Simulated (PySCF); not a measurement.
Rigid-rotor lines calculated for a species of formula C2H7NOSi (commonest isotopes; PBE0-D3(BJ)/def2-SVP geometry optimisation, gas phase in PySCF), labelled J(Ka,Kc):

| transition | MHz |
| --- | --- |
| 2(1,1) ← 1(1,0) | 7744.5 |
| 1(0,1) ← 0(0,0) | 3802.1 |
| 2(1,2) ← 1(1,1) | 7463.9 |
| 1(1,1) ← 0(0,0) | 12879.3 |
| 2(0,2) ← 1(0,1) | 7602.6 |

Question: Find the rotational constants.

Answer: 1(0,1) ← 0(0,0) is B + C, 2(1,1) ← 1(1,0) is 3B + C and 2(1,2) ← 1(1,1) is B + 3C, so B − C is half the difference of the last two, 140.3 MHz. 1(1,1) ← 0(0,0) is A + C. A = 11048.4, B = 1971.2, C = 1830.9 MHz.

Question: What moments of inertia, asymmetry and inertial defect follow?

Answer: I = 505379 MHz·u·Å² over each constant: Ia = 45.74, Ib = 256.38, Ic = 276.03 u·Å²; κ = (2B − A − C)/(A − C) = -0.970 (near-prolate asymmetric top); Δ = Ic − Ia − Ib = -26.10 u·Å².

Question: Which dipole components do these lines need?

Answer: μa and μb (a-type: ΔKa even, ΔKc odd; b-type: both odd). The calculation gives |μa| = 2.33 D, |μb| = 0.37 D, |μc| = 0.15 D.

Question: Where do these fall, and of which type are they? 3(1,3) ← 2(1,2); 3(2,2) ← 2(2,1); 3(2,1) ← 2(1,1); 3(1,3) ← 3(0,3); 3(3,0) ← 2(2,0); 3(1,2) ← 2(0,2).

Answer: 
```csv
transition,MHz,type,branch
"3(1,3) ← 3(0,3)",8733,c,Q
"3(1,3) ← 2(1,2)",11195,a,R
"3(2,2) ← 2(2,1)",11406,a,R
"3(1,2) ← 2(0,2)",20975,c,R
"3(2,1) ← 2(1,1)",38646,c,R
"3(3,0) ← 2(2,0)",57142,c,R
```

Question: Which structure gave them?

Answer: `C/C=N\[SiH2]O`, point group C1. Three constants can't fix a structure by themselves; this is the one that was computed:
```
atom  x, y, z in Å
C1    -1.864   -0.485   -0.237
C2    -1.040    0.657    0.273
N3     0.217    0.756    0.308
Si4    1.547   -0.269   -0.139
O5     2.685   -0.168    1.066
H6    -2.574   -0.816    0.539
H7    -1.246   -1.337   -0.552
H8    -2.475   -0.148   -1.091
H9    -1.642    1.510    0.654
H10    1.264   -1.730   -0.270
H11    2.038    0.267   -1.444
H12    2.802    0.717    1.425
```

The values belong to one conformer (point group C1) with, in the numbering `[CH3:1]/[CH:2]=[N:3]\[SiH2:4][OH:5]`, C2–N3–Si4–O5 -137°, N3–Si4–O5–H -40°. PBE0-D3(BJ)/def2-SVP frequencies: not computed here. These are rigid-rotor constants of the computed structure; measured ground-state constants (B0) also hold zero-point vibration. A rigid rotor knows nothing of internal rotation, which can split or shift real lines. Quadrupole hyperfine structure (14N) is left out.
